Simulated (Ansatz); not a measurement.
Two members of one family (GaP nanocrystals, H-capped), computed with Ansatz in the gas phase. The two geometries come from different levels. Binding counts from free atoms in the multiplicity of their measured ground term, without zero-point energy. The structures are stationary points that may keep the symmetry of their start.

First: Ga9P9H24, cut from wurtzite (singlet, charge 0, r2SCAN-D4/def2-SVP geometry).

Cartesian coordinates in Å:
```
Ga 4.089 1.602 1.891
P 2.599 3.425 1.213
P 2.645 -0.192 1.222
Ga 0.664 -0.297 2.519
Ga 0.457 3.037 0.220
P -0.637 1.575 1.737
P -0.597 -2.184 1.841
Ga -2.572 -2.492 3.168
Ga -2.770 1.054 0.836
P -3.727 -0.464 2.419
Ga 2.349 -0.287 -1.128
P 0.908 1.584 -1.602
P 1.020 -2.175 -1.658
Ga -1.029 -2.363 -0.482
Ga -1.159 1.064 -2.648
P -2.186 -0.317 -1.012
Ga 0.749 -2.474 -4.022
P -0.568 -0.445 -4.408
H 4.165 1.684 3.451
H 5.321 1.692 0.934
H 2.373 4.315 2.296
H 3.275 4.327 0.349
H 3.342 -1.391 1.541
H 0.897 -0.196 4.061
H -0.324 4.340 -0.138
H -0.910 2.376 2.880
H 0.241 -3.296 2.133
H -2.252 -2.255 4.680
H -3.418 -3.683 2.614
H -3.676 2.280 0.503
H -4.119 0.326 3.532
H -5.021 -0.780 1.929
H 3.675 -0.181 -1.948
H 1.600 2.391 -2.548
H 1.788 -3.287 -1.213
H -1.892 -3.602 -0.884
H -2.002 2.290 -3.116
H -3.430 -0.699 -1.588
H 2.108 -2.237 -4.759
H -0.223 -3.663 -4.311
H 0.027 0.352 -5.423
H -1.779 -0.756 -5.082
```

```json
{"level": "PBE-D4/def2-SVP", "HOMO (eV)": "-5.97", "LUMO (eV)": "-1.87", "gap (eV)": "4.10", "binding per atom (eV)": "2.79"}
{"level": "PBE0-D4/def2-SVP", "HOMO (eV)": "-6.99", "LUMO (eV)": "-1.16", "gap (eV)": "5.84", "binding per atom (eV)": "2.79"}
```

Second: Ga10P10H28, cut from zinc blende (singlet, charge 0, PBE-D4/def2-SVP geometry).

| atom | x (Å) | y (Å) | z (Å) |
| --- | --- | --- | --- |
| Ga1 | -0.313 | -4.381 | -1.226 |
| Ga2 | -4.328 | 0.579 | -1.780 |
| Ga3 | -2.191 | 2.552 | 1.947 |
| Ga4 | 2.234 | -2.950 | 1.538 |
| Ga5 | 1.279 | 0.800 | 3.316 |
| Ga6 | -0.792 | -0.695 | 0.403 |
| Ga7 | -0.015 | -0.621 | -3.352 |
| Ga8 | -0.389 | 2.635 | -1.531 |
| Ga9 | 2.660 | 0.740 | -0.528 |
| Ga10 | 1.687 | 4.138 | 1.457 |
| P11 | -3.011 | -0.990 | -0.447 |
| P12 | 0.035 | -2.913 | 0.674 |
| P13 | 0.630 | -2.933 | -2.925 |
| P14 | -0.892 | 0.537 | 2.402 |
| P15 | -2.699 | 2.323 | -2.217 |
| P16 | -0.519 | 3.633 | 0.604 |
| P17 | 2.113 | -1.487 | 3.443 |
| P18 | 3.426 | -1.511 | 0.031 |
| P19 | 2.504 | 1.833 | 1.580 |
| P20 | 0.442 | 0.417 | -1.239 |
| H21 | 0.594 | -5.661 | -1.052 |
| H22 | -1.868 | -4.419 | -1.507 |
| H23 | -4.603 | -0.160 | -3.143 |
| H24 | -5.415 | 1.165 | -0.804 |
| H25 | -2.464 | 3.309 | 3.302 |
| H26 | -3.350 | 2.039 | 0.985 |
| H27 | 2.930 | -4.330 | 1.825 |
| H28 | 1.392 | 1.444 | 4.748 |
| H29 | -1.599 | -0.672 | -3.459 |
| H30 | 0.922 | -0.061 | -4.490 |
| H31 | 0.385 | 3.411 | -2.666 |
| H32 | 3.692 | 1.372 | -1.535 |
| H33 | 1.584 | 4.628 | 2.957 |
| H34 | 2.510 | 4.873 | 0.327 |
| H35 | -3.785 | -1.409 | 0.680 |
| H36 | -2.947 | -2.244 | -1.131 |
| H37 | -0.732 | -3.470 | 1.751 |
| H38 | 0.495 | -3.656 | -4.153 |
| H39 | 2.057 | -3.007 | -2.833 |
| H40 | -1.606 | -0.303 | 3.319 |
| H41 | -3.343 | 3.558 | -1.889 |
| H42 | -2.689 | 2.485 | -3.639 |
| H43 | -1.076 | 4.922 | 0.310 |
| H44 | 1.391 | -2.207 | 4.448 |
| H45 | 3.392 | -1.490 | 4.086 |
| H46 | 4.780 | -1.471 | 0.492 |
| H47 | 3.650 | -2.265 | -1.163 |
| H48 | 3.843 | 1.913 | 2.085 |

**Question.** Estimate the same table for the second.

**Answer.** 
```
           level  HOMO (eV)  LUMO (eV)  gap (eV)  binding per atom (eV)
 PBE-D4/def2-SVP      -5.96      -1.97      4.00                   2.77
PBE0-D4/def2-SVP      -6.99      -1.22      5.76                   2.77
```
